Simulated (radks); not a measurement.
Task: Er, configuration [Kr] 4d10 4f12 5s2 5p4 6s2 5f2 (not the ground configuration). Calculated with a radial shooting solver on a logarithmic mesh with Libxc functionals: scalar-relativistic Kohn-Sham, PBE, spin-polarised, spherical densities, point nucleus; open shells are filled with parallel spins first (spin-orbit coupling, left out, can overturn this in heavy ions). Some entries of the table are withheld. Estimate them.

orbital  occ.  eigenvalue (hartree)  r(max) (bohr)  <1/r> (bohr^-1)
1s up       1             -2109.303        0.01286            77.58
1s down     1             -2109.297        0.01286            77.58
2s up       1             -354.9318        0.07322            18.06
2s down     1             -354.9282        0.07322            18.06
2p up       3             -313.9794        0.05956            16.67
2p down     3             -313.9741        0.05956            16.67
3s up       1             -80.05796         0.2072            6.659
3s down     1             -80.02407         0.2071            6.660
3p up       3             -67.60249         0.2039            6.220
3p down     3             -67.56800         0.2038            6.221
3d up       5             -52.02130         0.1664            5.895
3d down     5             -51.99404         0.1663            5.897
4s up       1             -16.37291         0.4739            2.809
4s down     1             -16.30094         0.4740            2.809
4p up       3             -12.28074         0.4955            2.569
4p down     3             -12.20930         0.4956            2.569
4d up       5              -6.80249         0.5121            2.266
4d down     5              -6.72942         0.5122            2.267
5s up       1              -2.62696          1.107            1.078
5s down     1              -2.52429          1.105            1.076
5p up       3              -1.64642          1.254           0.9139
5p down     1              -1.55017          1.256           0.9059
4f up       7              -0.83719         0.5103            1.674
4f down     5              -0.75465         0.5101            1.677
5d up       0                   (1)          1.680           0.6174
6s up       1              -0.46219          2.770              (2)
5d down     0                   (3)          1.734           0.5897
6s down     1              -0.44100          2.814              (4)
6p up       0              -0.26583          3.375           0.3339
6p down     0              -0.25066          3.419           0.3284
7s up       0              -0.10616          6.928           0.1664
5f up       2              -0.02352          8.659              (5)

Result: 
(1) 5d up eigenvalue (hartree): -0.51264
(2) 6s up <1/r> (bohr^-1): 0.4158
(3) 5d down eigenvalue (hartree): -0.45254
(4) 6s down <1/r> (bohr^-1): 0.4078
(5) 5f up <1/r> (bohr^-1): 0.1257
